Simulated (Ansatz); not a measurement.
In3P2Cl3. Charge 0, multiplicity 1. Geometry PBE-D4/def2-SVP; atoms count from 1.

```xyz
8

In   -2.387    0.513    0.619
In    0.402   -1.756   -1.778
In    1.308   -0.751    2.244
P    -1.007    1.023   -2.142
P     0.491    1.782   -1.150
Cl   -0.219    1.572    1.882
Cl   -0.951   -1.903    0.676
Cl    2.362   -0.479   -0.351
```

In the def2 sets In takes a core potential; there is no spin–orbit coupling. The restricted singlet is unstable towards broken spin symmetry in Hartree–Fock (as tested in another run); at PBE0-D4/def2-TZVP this wasn't settled. Another isomer (singlet) lies 0.11 eV lower at PBE0-D4/def2-TZVP; other spin states weren't run for this one.

Q: Estimate the Mulliken populations from the PBE0/def2-TZVP orbitals of Ansatz.

A: 
```json
{"atom": "In1", "charge (e)": "0.44"}
{"atom": "In2", "charge (e)": "0.44"}
{"atom": "In3", "charge (e)": "0.47"}
{"atom": "P4", "charge (e)": "-0.13"}
{"atom": "P5", "charge (e)": "0.17"}
{"atom": "Cl6", "charge (e)": "-0.46"}
{"atom": "Cl7", "charge (e)": "-0.47"}
{"atom": "Cl8", "charge (e)": "-0.46"}
```
Mulliken values depend strongly on the basis.

Q: And the Mayer bond orders between heavy atoms (over 0.3)?

A: In1–Cl6 0.44 (2.72 Å); In1–Cl7 0.34 (2.81 Å); In2–Cl7 0.35 (2.81 Å); In2–Cl8 0.42 (2.74 Å); In3–Cl6 0.36 (2.80 Å); In3–Cl8 0.34 (2.81 Å); P4–P5 2.52 (1.95 Å).
